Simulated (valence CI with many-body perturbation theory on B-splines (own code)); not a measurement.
## Cs XXIII: magnetic and hyperfine properties of the levels

Calculated by configuration interaction combined with many-body perturbation theory (CI+MBPT): five valence electrons over a frozen Dirac-Fock core [Ar] 3d10, a basis of 9 s, 9 p, 8 d, 6 f, 3 g, 1 h functions for each j, with the one-electron correlation potential Σ1, the two-electron term Σ2, the three-electron term Σ3, Breit, model QED; selected CI, second order for the rest (own B-spline code, finite nucleus).

No measured spectrum was set against this ion. As an estimate, levels hold to about 250 cm⁻¹ or 0.2 % of their energy and the worst to 1 %, as in measured heavy ions of charge 2 to 7; those with d or f electrons hold less well. Among the levels kept, up to 270 cm⁻¹ of a level comes from second order outside the variational space, and about a tenth of that is noise between levels of different J, which matters for small intervals.

A/g_I is the dipole constant over the nuclear g factor μ/I (μ in nuclear magnetons, uniformly magnetised nucleus), B/Q the quadrupole constant per barn. Both hold the static response of the core; the bare values leave it out. Large factors of s and p1/2 electrons are usually good to 5 to 10 %; those of open d and f shells near neutrality can be off by tens of per cent, and small factors of p3/2, d and f electrons come from cancelling terms and can be off by a factor of two or in sign, in half-filled shells by more. B is blank for J = 1/2, where it vanishes, and for nearly pure S terms. Energies count from the lowest level.

Levels are named by their leading jj configuration (3d3/2^4 stands for four electrons in 3d with j = 3/2), which in mixed levels can hold well under half, so a name can repeat and another be missing. Letters in brackets count levels of one name in rising energy.

```
                             Level  E (cm⁻¹)      g  A/g_I (MHz)  A/g_I bare  B/Q (MHz/b)  B/Q bare
        (4s^2 4p1/2^2 4p3/2) J=3/2         0  1.482        13400       12500        22400     21300
        (4s^2 4p1/2 4p3/2^2) J=3/2    121420  1.381          253         108        10400      9860
        (4s^2 4p1/2 4p3/2^2) J=5/2    147600  1.198        32700       31100         -163      -149
        (4s^2 4p1/2 4p3/2^2) J=1/2    181910  0.663       101000       96200                       
              (4s^2 4p3/2^3) J=3/2    305340  1.268        16400       15600       -32800    -31100
        (4s 4p1/2^2 4p3/2^2) J=5/2    541090  1.533        75000       71600        15300     14500
        (4s 4p1/2^2 4p3/2^2) J=3/2    605180  1.353       -11700      -11100       -20300    -19300
        (4s 4p1/2^2 4p3/2^2) J=1/2    611290  2.369       266000      254000                       
      (4s 4p1/2 4p3/2^3) J=3/2 [a]    688210  1.284        44400       42400       -20900    -19900
          (4s 4p1/2 4p3/2^3) J=5/2    724130  1.261        86800       83000       -43800    -41600
        (4s^2 4p1/2^2 4d3/2) J=3/2    725990  0.741         2140        2280         1570      1500
        (4s^2 4p1/2^2 4d5/2) J=5/2    765220  1.174         4150        4140         9500      9040
          (4s 4p1/2 4p3/2^3) J=1/2    766140  1.417        -7610       -7220                       
      (4s 4p1/2 4p3/2^3) J=3/2 [b]    777730  1.118        12100       11600         2360      2260
(4s^2 4p1/2 4p3/2 4d3/2) J=5/2 [a]    831050  0.942        25000       23900        -8580     -8150
(4s^2 4p1/2 4p3/2 4d3/2) J=1/2 [a]    841680  0.277        57800       55600                       
    (4s^2 4p1/2 4p3/2 4d3/2) J=7/2    849670  1.130        19800       19000        10800     10300
(4s^2 4p1/2 4p3/2 4d3/2) J=3/2 [a]    854570  1.032        11900       11500       -13300    -12600
(4s^2 4p1/2 4p3/2 4d5/2) J=7/2 [a]    858750  1.299          248         312        32500     30900
    (4s^2 4p1/2 4p3/2 4d5/2) J=9/2    884000  1.233        16900       16200        14000     13300
(4s^2 4p1/2 4p3/2 4d5/2) J=5/2 [a]    895360  1.198        14600       14100       -12700    -12000
(4s^2 4p1/2 4p3/2 4d5/2) J=3/2 [a]    905460  1.191        -6540       -6190         -698      -672
                (4s 4p3/2^4) J=1/2    914830  1.320       206000      197000                       
(4s^2 4p1/2 4p3/2 4d3/2) J=5/2 [b]    932410  1.384        10800       10300         -122      -117
(4s^2 4p1/2 4p3/2 4d5/2) J=7/2 [b]    936730  1.047        19200       18500        21700     20600
(4s^2 4p1/2 4p3/2 4d3/2) J=3/2 [b]    939710  1.465        11900       11500        -7940     -7570
(4s^2 4p1/2 4p3/2 4d3/2) J=1/2 [b]    940440  2.032        49200       46800                       
(4s^2 4p1/2 4p3/2 4d5/2) J=3/2 [b]    969330  0.870        24600       23700        11400     10800
(4s^2 4p1/2 4p3/2 4d5/2) J=5/2 [b]    981080  1.102         1100        1110        22100     21000
    (4s^2 4p1/2 4p3/2 4d5/2) J=1/2    997110  0.974       -25900      -24500                       
        (4s^2 4p3/2^2 4d5/2) J=7/2   1012800  1.241         8490        8170         7230      6880
        (4s^2 4p3/2^2 4d5/2) J=9/2   1024200  1.209         9570        9220        27800     26400
        (4s^2 4p3/2^2 4d3/2) J=1/2   1038600  1.053         3560        3060                       
    (4s^2 4p3/2^2 4d3/2) J=3/2 [a]   1050700  1.114        11800       11200       -11900    -11400
        (4s^2 4p3/2^2 4d3/2) J=5/2   1056900  1.199        16800       16200        -8620     -8190
        (4s^2 4p3/2^2 4d3/2) J=7/2   1086500  1.117        13700       13100        -1740     -1600
    (4s^2 4p3/2^2 4d5/2) J=5/2 [a]   1091600  1.205         4330        4300        38600     36700
    (4s^2 4p3/2^2 4d3/2) J=3/2 [b]   1105300  1.105         7910        7750         1190      1170
        (4s^2 4p3/2^2 4d5/2) J=1/2   1114300  1.884        62400       60000                       
        (4s^2 4p3/2^2 4d5/2) J=3/2   1146300  0.975         7170        7070         6370      6070
```

Task: Take the isotope of mass number 134, with I = 4, μ = 2.9893 μN and Q = 0.37 b. What is the hyperfine structure of (4s^2 4p1/2 4p3/2^2) J=1/2?

Result: From the table A = 75200 MHz. Shifts from the centre of gravity in MHz: F = 7/2: -188000, F = 9/2: 150000.
